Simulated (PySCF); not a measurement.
Two-component Hartree-Fock for Os⁶⁷⁺ (osmium, charge +67)

Start: [He] 2s2 2p5; 2p1/2 filled at m_j = -1/2, +1/2; 2p3/2 filled at m_j = -1/2, +1/2, +3/2. Calculated with PySCF 2.14 in an even-tempered Gaussian basis (16 s from 52 bohr⁻², ratio 2.4; 13 p from 68 bohr⁻², ratio 2.4; 5 d from 230 bohr⁻², ratio 2.6; 4 f from 350 bohr⁻², ratio 2.6): generalised Hartree-Fock with the X2C-1e Hamiltonian and a Gaussian nucleus; one run each with spin-orbit coupling (SO) switched off, then screened by Boettger's factors.

```tsv
spinor shell	electrons	ε, spin-free (eV)	ε, screened SO (eV)	weight of nominal j (screened SO)	rms radius, screened SO (bohr)
1s1/2	2	-80741.9	-80708.1	1.000	0.0200
2s1/2	2	-18983.9	-18974.3	1.000	0.0792
2p1/2	2	-17388.4	-18529.9	1.000	0.0669
2p3/2	3	-17388.4	-16927.9	1.000	0.0740
```

```tsv
quantity	spin-free	screened SO
E (hartree)	-11101.19560	-11135.78950
M_J	3/2	3/2
⟨J²⟩	3.750	3.750
⟨L²⟩	2.000	2.029
⟨S²⟩	0.750	0.779
```

Each row is a mean over spinors that exchange with the open shell spreads, by up to 66.923 eV (2s1/2).

Breit and QED terms are absent; they matter most for the inner s and p1/2 levels.

Densities and radii are taken from the X2C orbitals without a picture-change correction, which distorts them close to the nucleus.

Without spin-orbit coupling the j labels of p, d and f shells carry no meaning; the spin-free column gives the mean over the occupied spinors of each nl shell.
